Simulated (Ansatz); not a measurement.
Calculated with Ansatz (gas phase, PBE0-D4/def2-TZVP geometries, no zero-point term in ΔE). CBS: MP2 limit from def2 TZ/QZ plus the TZ coupled-cluster correction, frozen cores. This one scheme is used for every species. One conformer a species, not always the lowest.

`CO[SiH](C)N` + `N#CN` → `C[SiH](N)NC#N` + CH₃OH  (ligand exchange at the Si–O bond)

```json
{"species": "`CO[SiH](C)N`", "CCSD(T)/CBS(def2) energy (Eh)": "-500.56049"}
{"species": "`N#CN`", "CCSD(T)/CBS(def2) energy (Eh)": "-148.62764"}
{"species": "`C[SiH](N)NC#N`", "CCSD(T)/CBS(def2) energy (Eh)": "-533.55935"}
{"species": "CH₃OH", "CCSD(T)/CBS(def2) energy (Eh)": "-115.61712"}
```

(1) Work out ΔE.

Largest T1 diagnostic among the species: 0.014.

Answers

(1) ΔE = (-533.55935) + (-115.61712) − (-500.56049) − (-148.62764) = 0.01166 Eh = +7.3 kcal/mol.

In def2-TZVPP, CCSD(T) changes the Hartree–Fock value by −1.2 kcal/mol (the triples alone add −0.2 kcal/mol) and MP2 by −1.5 kcal/mol.
